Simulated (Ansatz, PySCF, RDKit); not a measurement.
Torsion B1–C2–C3–H8 in C2H7B (SMILES BCC); at each angle all else is relaxed with GFN2-xTB, and the levels are single points there.
Geometry at 60° (charge 0, multiplicity 1):
```xyz
10

B      1.4555     0.1958    -0.1686
C      0.1103    -0.3270     0.4449
C     -1.1837     0.1188    -0.2376
H      2.4657    -0.1356     0.3198
H      1.4681     0.9066    -1.0966
H      0.0722    -0.0337     1.5002
H      0.1364    -1.4222     0.4725
H     -1.2009    -0.2106    -1.2739
H     -2.0566    -0.2950     0.2656
H     -1.2669     1.2031    -0.2261
```

On the grid 0° to 120°, 0° is the highest and 60° the lowest point at MP2/CBS(cc-pVTZ, cc-pVQZ) + ΔCCSD(T)/cc-pVTZ.

Rows in 3-21G, STO-3G carry no dispersion term and start afresh at each structure.

Run with Ansatz (a quantum-chemistry and plane-wave program); PySCF for 3-21G rows, STO-3G rows, the dispersion terms; RDKit for the force fields. Values without a source in brackets are computed.

Question: One of these levels gives 106.1 meV for the energy at 0° less that at 60°. Name it.
A. HF/STO-3G
B. UFF
C. HF/3-21G
D. r2SCAN-D3(BJ)/def2-TZVPP

Answer: C, HF/3-21G. The others give 173.3 (UFF), 120.7 (HF/STO-3G), 92.2 (r2SCAN-D3(BJ)/def2-TZVPP)
